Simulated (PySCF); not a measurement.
MoOF₂ + 2 HF → H₂MoO + 2 F₂

Level: PBE0 in the def2-TZVP basis family, computed in PySCF with density fitting; scalar-relativistic core potentials for atoms from Rb on, none lighter, no spin–orbit coupling; open shells unrestricted.

```
species                                                               state and structure  ZPE (kJ/mol)  H(298 K) − H(0) (kJ/mol)  S° (J/(mol K))
  MoOF₂  triplet, C2v, Mo–F 1.870 Å (×2), Mo–O 1.652 Å; F–Mo–F 116.2°, F–Mo–O 121.9° (×2)          17.7                      15.3           314.9
     HF                                                         singlet, C∞v, H–F 0.920 Å          24.9                       8.7           173.6
  H₂MoO  triplet, C2v, Mo–H 1.737 Å (×2), Mo–O 1.648 Å; H–Mo–H 125.4°, H–Mo–O 117.3° (×2)          37.6                      12.1           269.4
     F₂                                                         singlet, D∞h, F–F 1.376 Å           6.6                       8.7           201.9
```

(1) Is the gas-phase reaction uphill or downhill in electronic energy at this level, and by how much?

(2) Add zero-point, thermal and entropy terms for 298.15 K and 1 bar.

Answers

(1) At PBE0/def2-TZVP, ΔE = 1344.0 kJ/mol, uphill. 

(2) ΔZPE = -16.7 and Δ[H(298) − H(0)] = -3.2 kJ/mol give ΔH° = 1324.1 kJ/mol. ΔS° = 11.1 J/(mol K), so ΔG° = 1324.1 − 298.15 × (0.0111) = 1321 kJ/mol.

Open d or f shells are single determinants, so the state found may not be the ground state. Each species is the lowest minimum found with this bonding; other isomers or fragments can lie lower.
